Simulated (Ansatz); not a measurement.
I4Ta, charge +1, singlet, at a GFN2-xTB geometry (such geometries of metal compounds can be far from the true shape) (the multiplicity is a formal guess) (core potentials on I, Ta). Base run: Ansatz (a program for electronic structure) with HF/def2-SV(P).

The Ansatz input:
Ansatz 0.2 input:
```yaml
crystal:
  periodic: [false, false, false]
  atoms:
    - {symbol: Ta, position_ang: [-0.00000000, 0.00000000, 0.00000000]}
    - {symbol: I, position_ang: [2.11003522, -0.60975355, -1.50846892]}
    - {symbol: I, position_ang: [0.78869445, 0.38742437, 2.51543036]}
    - {symbol: I, position_ang: [-1.14079482, 2.22296751, -0.92548858]}
    - {symbol: I, position_ang: [-1.75793485, -2.00063833, -0.08147287]}
basis:
  gaussian:
    orbitals: def2-SV_P_.json
hamiltonian:
  xc: hf
total_charge: 1
```
The basis file holds def2-SV(P) in the JSON format of the Basis Set Exchange.

The base run was repeated with changes; each row names its change, and settings that it needs were set with it.

| change | basis functions | E (Eh) | core-seconds (rough) |
|---|---|---|---|
| base | 129 | -1242.89295 | 5 |
| basis = def2-SVP | 136 | -1242.91799 | 5 |
| basis = def2-SVPD | 175 | -1242.93321 | 8 |
| basis = def2-TZVP | [?] | [?] | 20 |
| basis = def2-TZVPP | 256 | -1242.99616 | 20 |
| basis = def2-TZVPD | 279 | -1242.99319 | 30 |

Question: Some entries are withheld; supply them.

Answer: 
- basis = def2-TZVP, basis functions: 240
- basis = def2-TZVP, E (Eh): -1242.99192

Totals compare only among sets that treat the same electrons; sets with core potentials leave the core out.
